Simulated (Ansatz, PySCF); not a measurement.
This Ansatz (a program for electronic structure) input computes a B3LYP/def2-TZVPD energy:

Ansatz 0.2 input:
```yaml
crystal:
  periodic: [false, false, false]
  atoms:
    - {symbol: C, position_ang: [-2.33644562, -0.14940499, 0.02358706]}
    - {symbol: C, position_ang: [-0.94417253, 0.32471425, -0.17080488]}
    - {symbol: C, position_ang: [0.10409051, -0.69663651, 0.25708875]}
    - {symbol: C, position_ang: [1.52724300, -0.23258993, 0.11755027]}
    - {symbol: O, position_ang: [1.86415128, 0.85251551, -0.27996505]}
    - {symbol: H, position_ang: [-3.15541657, 0.30913564, -0.51243491]}
    - {symbol: H, position_ang: [-2.57959490, -0.86001202, 0.80274531]}
    - {symbol: H, position_ang: [-0.76904890, 1.25468609, 0.39141814]}
    - {symbol: H, position_ang: [-0.77619698, 0.60505425, -1.21473956]}
    - {symbol: H, position_ang: [-0.03562917, -0.99364503, 1.30479096]}
    - {symbol: H, position_ang: [0.00756673, -1.62907340, -0.31297138]}
    - {symbol: H, position_ang: [2.29081734, -0.98276636, 0.41638456]}
basis:
  gaussian:
    orbitals: def2-TZVPD
hamiltonian:
  xc: {name: B3LYP}
magnetization: {spin_polarized: true, initial_magnetization: 1}
output: {forces: true}
```

Problem. Write an input for the same energy in PySCF and say what it gives.

Solution. 
```python
from pyscf import gto, scf, dft

mol = gto.M(
    atom='''
    C    -2.33644562   -0.14940499    0.02358706
    C    -0.94417253    0.32471425   -0.17080488
    C     0.10409051   -0.69663651    0.25708875
    C     1.52724300   -0.23258993    0.11755027
    O     1.86415128    0.85251551   -0.27996505
    H    -3.15541657    0.30913564   -0.51243491
    H    -2.57959490   -0.86001202    0.80274531
    H    -0.76904890    1.25468609    0.39141814
    H    -0.77619698    0.60505425   -1.21473956
    H    -0.03562917   -0.99364503    1.30479096
    H     0.00756673   -1.62907340   -0.31297138
    H     2.29081734   -0.98276636    0.41638456
    ''',
    basis='def2-tzvpd',
    charge=0,
    spin=1,
    verbose=4,
)

mf = dft.UKS(mol, xc='b3lyp').density_fit(auxbasis='def2-universal-jkfit')
mf.grids.level = 3
mf.conv_tol = 1e-9
mf.max_cycle = 100
mf.max_memory = 1500
mf.kernel()
if not mf.converged:
    mf = mf.newton()
    mf.kernel(mf.make_rdm1())
for _ in range(2):
    mo, _, stable, _ = mf.stability(return_status=True)
    if stable:
        break
    mf.kernel(mf.make_rdm1(mo, mf.mo_occ))
mf.analyze()
```
It gives -231.88480 Eh, and Ansatz -231.88472 Eh, a difference of 0.08 mEh, from the treatment of integrals and grids.

It need not be the lowest isomer of its formula.
